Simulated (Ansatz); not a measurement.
Consider the redistribution: `[NH2][Al]([F])[Cl]` + `[Se]=C[TeH]` → `[NH2][Al]([F])[TeH]` + `ClC=[Se]`.

Calculated with Ansatz (gas phase, PBE0-D4/def2-TZVP geometries, no zero-point term in ΔE). CCSD(T)/CBS is the MP2 limit (def2-TZVPP, def2-QZVPP) plus CCSD(T) − MP2 in def2-TZVPP, frozen cores. def2 core potentials past Kr. For Se, Te outer-core shells are correlated without core-valence functions, which leaves a few kJ/mol of doubt a bond. Scalar relativity is left out up to krypton. One conformer a species, not always the lowest.

```tsv
species	MP2/def2-QZVPP energy (Eh)
`[NH2][Al]([F])[Cl]`	-857.58609
`[Se]=C[TeH]`	-2707.26670
`[NH2][Al]([F])[TeH]`	-666.02644
`ClC=[Se]`	-2898.79216
```

Question: Work out ΔE.

Answer: ΔE = (-666.02644) + (-2898.79216) − (-857.58609) − (-2707.26670) = 0.03419 Eh = +0.93 eV. CCSD(T)/CBS gives +0.91 eV.

Largest T1 diagnostic among the species: 0.015.

Leaving LDA and LC-ωPBE aside and taking each functional with its dispersion term where it has one, the values, not all of them listed here, spread over 0.20 eV, from PBE-D4 to B97M-V. LDA lies −0.05 eV from PBE without D4. At CCSD(T), def2-SVP lies −0.10 eV from the extrapolated value and def2-TZVPP −0.00 eV.
